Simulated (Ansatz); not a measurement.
Molecule: C3H11NSi, net charge 0, singlet state. SMILES: C[Si](C)(C)N
Coordinates optimised at B3LYP-D3(BJ)/def2-TZVP (Ansatz, a quantum-chemistry and plane-wave program):
```
Si
N 1 1.7334
H 2 1.0084 1 120.21
H 2 1.0084 3 110.34 1 146.80
C 1 1.8740 2 107.06 3 -48.36
H 5 1.0916 1 111.08 2 -59.99
H 5 1.0925 6 108.17 1 122.09
H 5 1.0933 6 107.85 7 115.79
C 1 1.8740 2 107.06 3 -168.09
H 9 1.0916 1 111.08 2 59.99
H 9 1.0925 10 108.17 1 -122.09
H 9 1.0933 10 107.85 11 -115.79
C 1 1.8817 2 113.90 3 71.78
H 13 1.0929 1 111.16 2 -59.91
H 13 1.0929 14 107.60 1 -121.92
H 13 1.0934 14 107.68 15 -115.82
```
Charge 0, spin multiplicity 1.

Wanted: atomisation energy (electronic, to ground-state atoms); the coupled-cluster value holds the core correlation from cc-pwCVTZ, in eV. Cores are frozen in the correlated levels unless marked. Open shells are spin-unrestricted. Spin-orbit coupling is left out. Non-relativistic. Basis-set limits of correlation are two-point, X^-3; Hartree-Fock from the larger set.

Level to compare with: CCSD(T)/CBS(cc-pV(T+d)Z,cc-pV(Q+d)Z) plus the core term (Ansatz), 62.38 eV. It is a level with limits of its own, and the differences hold the functionals' basis error too.

Problem. Rank these functionals by how close they come to CCSD(T)/CBS(cc-pV(T+d)Z,cc-pV(Q+d)Z), closest first: wB97M-V/def2-TZVPD (Ansatz); PBE0/def2-TZVPD (Ansatz); PBE/def2-TZVPD (Ansatz).

Solution. PBE/def2-TZVPD (GGA, 62.41 eV, difference 0.03), wB97M-V/def2-TZVPD (range-separated hybrid meta-GGA with VV10, 62.29 eV, difference -0.09), PBE0/def2-TZVPD (global hybrid, 61.86 eV, difference -0.52)
